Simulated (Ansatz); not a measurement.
Input for Ansatz (an electronic-structure program): U-CCSD(T)/cc-pV(D+d)Z on FH3Si (SMILES F[SiH3]), a point of a bond scan (R = 2.811 Å). Files ending in .json are basis or fitting sets from the Basis Set Exchange.

Ansatz 0.2 input:
```yaml
crystal:
  periodic: [false, false, false]
  atoms:
    - {symbol: F, position_ang: [2.28039674, -0.03578276, -0.35599952]}
    - {symbol: Si, position_ang: [-0.49646928, 0.00779033, 0.07750530]}
    - {symbol: H, position_ang: [-0.94494949, 1.41511357, 0.06667951]}
    - {symbol: H, position_ang: [-0.77052837, -0.61593767, 1.38810265]}
    - {symbol: H, position_ang: [-1.14675391, -0.75426329, -1.00795064]}
basis:
  gaussian:
    orbitals: cc-pV_D+d_Z.json
correlation: {method: ccsd_t, electrons: outside_noble_gas}
scf: {omitted_lower_state_checks: [cluster_reference]}
magnetization: {spin_polarized: true, initial_magnetization: 0}
```

Program output:

```
WARN ansatz: RAYON_NUM_THREADS=2 ignored (pool sized by the plan → 2); use --threads N
Functional definition: HF
these checks for a lower state are left out or cut short: cluster_reference
integrals: 0.03 GiB planned
515 factors; integrals over basis functions are off by at most 1.1e-3 eV
mean field: 0.10 GiB planned
mean field evaluation 1: about -10607.9558 eV, gradient 2.8e1 eV
mean field evaluation 2: about -10607.9559 eV, gradient 2.8e1 eV
mean field evaluation 4: about -10611.6615 eV, gradient 2.0e0 eV
mean field evaluation 8: about -10611.7171 eV, gradient 2.1e-3 eV
mean field evaluation 16: about -10611.7171 eV, gradient 1.9e-5 eV
mean field evaluation 32: about -10612.0429 eV, gradient 2.5e0 eV
mean field evaluation 64: about -10612.8253 eV, gradient 4.0e-3 eV
mean field evaluation 96: about -10612.2514 eV, gradient 2.8e-1 eV
mean field evaluation 128: about -10612.7669 eV, gradient 3.1e0 eV
mean field -10612.82526906 eV, -390.0141350065 hartree, gradient 2.5e-6 eV, S^2 0.845324; 11 other end points of the search recorded, 0 dependent functions left out
6 core orbitals not correlated
reference -10612.82526906 eV, -390.0141350065 hartree; 7, 7 occupied and 39, 39 virtual orbitals, 515 factors
second order -6.72165637 eV of doubles, -0.00000000 eV of singles
coupled cluster: 0.14 GiB planned
cycle   1  -7.43539128 eV  change   -7.1e-1 eV  update   8.8e-2
cycle   2  -7.78888256 eV  change   -3.5e-1 eV  update   4.1e-2
cycle   3  -7.83933874 eV  change   -5.0e-2 eV  update   4.0e-2
cycle   4  -7.95512184 eV  change   -1.2e-1 eV  update   3.5e-2
cycle   5  -8.03030694 eV  change   -7.5e-2 eV  update   1.9e-2
cycle   6  -8.07872178 eV  change   -4.8e-2 eV  update   1.1e-2
cycle   7  -8.11908742 eV  change   -4.0e-2 eV  update   7.8e-3
cycle   8  -8.14935539 eV  change   -3.0e-2 eV  update   4.6e-3
cycle   9  -8.14934449 eV  change    1.1e-5 eV  update   1.8e-3
cycle  10  -8.15172809 eV  change   -2.4e-3 eV  update   6.9e-4
cycle  11  -8.15237260 eV  change   -6.4e-4 eV  update   2.8e-4
cycle  12  -8.15234526 eV  change    2.7e-5 eV  update   1.1e-4
cycle  13  -8.15227256 eV  change    7.3e-5 eV  update   5.5e-5
cycle  14  -8.15224241 eV  change    3.0e-5 eV  update   2.5e-5
cycle  15  -8.15220709 eV  change    3.5e-5 eV  update   1.1e-5
cycle  16  -8.15220264 eV  change    4.4e-6 eV  update   4.6e-6
coupled cluster: 0.14 GiB planned
perturbative correction -0.20422450 eV, -0.0075051121 hartree
Total energy: -10621.18169620 eV, -390.3212280399 hartree
Checks for a lower state left out: cluster_reference
```

Self-consistency was reached. Its determinant has ⟨S²⟩ = 0.85, a mixture of spin states.

Cost: around 5 core-seconds (rough).
